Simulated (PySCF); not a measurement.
Predicted spectroscopic data

Averaged over atoms made equivalent by symmetry, fast rotation or ring inversion, a single conformation, no solvent model, relativity neglected. GFN2-xTB structure; σ from GIAO-PBE0/pcSseg-1; PySCF 2.14.0 with density-fitted response routines.

Shifts are taken against calculated references (same method and geometry level): 1H (σ = 31.72 ppm), 13C (σ = 186.93 ppm) against TMS. Splittings of carbon signals by F and P are missing where no couplings were computed. Where no couplings were computed, multiplicities follow the n + 1 count of equivalent neighbours, and m marks all less simple cases (inequivalent or close neighbours, rings, F or P nearby). Shifts are as computed. Against solution values, carbons near 30 ppm lie about +3 ppm off and those near 130 ppm about +5 ppm. Of 1211 compounds with measured shifts, 218 miss one by over three times the rms of a fit or turn the order of signals round; such compounds aren't used in these exercises.

Compound 1 (C₅H₆F₂O₂). 1H NMR (600 MHz, computed): δ 6.40 (m, 1H), 6.08 (s, 1H), 4.60 (m, 2H), 3.17 (m, 2H). 13C{1H} NMR (computed): δ 141.2 (C), 133.3 (CH), 122.7 (CH), 69.3 (CH2), 34.4 (CH2). Structure: SMILES FC(F)OC1=COCC1.

Compound 2 (C₄H₇N₃O₂Si). 1H NMR (600 MHz, computed): δ 9.06 (s, 1H), 5.19 (s, 3H), 4.23 (s, 3H). 13C{1H} NMR (computed): δ 162.4, 160.8, 156.3, 55.7. Structure: `COc1ncnnc1O[SiH3]`.
